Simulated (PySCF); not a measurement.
TaCl₃, SMILES [Cl][Ta]([Cl])[Cl] (connectivity only; charge and spin as stated), neutral, multiplicity 3.

Geometry: PBE0-D3(BJ)/def2-SVP. A frequency run showed that this geometry is not a minimum. The spin state was assumed, not searched. The def2 effective core potentials stand for the cores of Ta; spin–orbit coupling is left out.

Two levels are set side by side: PBE/def2-TZVPD (PySCF) and B3LYP/def2-TZVPD (PySCF). Same geometry, gas phase. Differences are taken from unrounded values.

| quantity | B3LYP |
|---|---|
| α-spin orbital gap (eV) | 2.23 |
| β-spin orbital gap (eV) | 6.23 |
| dipole moment (D) | 1.02 |
| mean polarisability (bohr³) | 92.5 |

**Question.** What does PBE give, and how far is it from B3LYP? (An estimate is asked for; the answer gives what the named calculation found.)

**Answer.** 
```json
[
 {"quantity": "α-spin orbital gap (eV)", "PBE": "0.32", "PBE minus B3LYP": "-1.91"},
 {"quantity": "β-spin orbital gap (eV)", "PBE": "4.74", "PBE minus B3LYP": "-1.49"},
 {"quantity": "dipole moment (D)", "PBE": "0.97", "PBE minus B3LYP": "-0.05"},
 {"quantity": "mean polarisability (bohr³)", "PBE": "97.5", "PBE minus B3LYP": "5.1"}
]
```

Loosely held outer electrons make PBE densities more polarisable. Differences between two approximate levels are no errors against the true value.

Rough cost on one machine, each run with all the roots and properties that it gave: B3LYP against PBE within a factor of 2.
